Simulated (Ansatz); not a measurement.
Wavefunction ladder for `NB(N)S`

```xyz
9

N     0.706    0.892   -0.486
B    -0.038   -0.161    0.087
N    -1.389   -0.398   -0.244
S     0.723   -1.319    1.305
H     0.308    1.556   -1.126
H     1.693    1.005   -0.350
H    -1.949   -1.086    0.222
H    -1.877    0.106   -0.962
H     1.824   -0.595    1.553
```

The species carries charge 0 and has multiplicity 1. The geometry is a stationary point of PBE0-D4/def2-TZVP. It is one conformer, not always the lowest. Frozen core, restricted reference, Ansatz 0.2.0. CBS rows extrapolate triple and quadruple zeta; past MP2 they add the triple-zeta difference.

| basis | HF (Eh) | MP2 corr. | CCSD corr. | (T) | CCSD(T) total |
| --- | --- | --- | --- | --- | --- |
| def2-SVP | -533.92004 | -0.55533 | -0.59720 | -0.01628 | -534.53352 |
| def2-TZVPP | -534.21750 | -0.70491 | -0.74120 | -0.03040 | -534.98910 |
| def2-QZVPP | -534.23562 | -0.75833 | – | – | – |
| CBS(def2) | -534.23812 | -0.79790 | -0.83419 | as TZ | -535.10271 |
